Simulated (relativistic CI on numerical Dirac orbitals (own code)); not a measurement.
## Spin-allowed bands of a d7 ion in a tetrahedral site, by hand

Problem. Take Δ = 8500 cm⁻¹ and B = 850 cm⁻¹ for a d7 ion in a tetrahedral site. Calculate the three spin-allowed bands.

Working.
1. The terms of highest spin are 4F (energy 0) and 4P (15B = 12750 cm⁻¹). Here the F term splits into A2 at −1.2Δ = -10200, T2 at −0.2Δ = -1700 and T1 at +0.6Δ = 5100 cm⁻¹.
2. The two T1 states mix through the element 0.4Δ: H = [[5100, 3400], [3400, 12750]], with roots ½(H₁₁ + H₂₂) ∓ ½√[(H₂₂ − H₁₁)² + 4H₁₂²] = ½(17850) ∓ ½(10235) = 3807 and 14043 cm⁻¹.
3. The ground term is 4A2 at -10200 cm⁻¹.
4. Bands: 4T2 8500 cm⁻¹ (1176 nm), 4T1(F) 14007 cm⁻¹ (714 nm), 4T1(P) 24243 cm⁻¹ (412 nm).

Check. Exact diagonalisation of the whole d7 shell with these parameters gives 4T2 8500, 4T1 14007, 4T1 24243 cm⁻¹. The match is exact, since without spin-orbit coupling no other term has this spin. The ratio of the second band to the first, 1.648, depends on Δ/B = 10.0 alone, which is how a Tanabe-Sugano diagram is read.
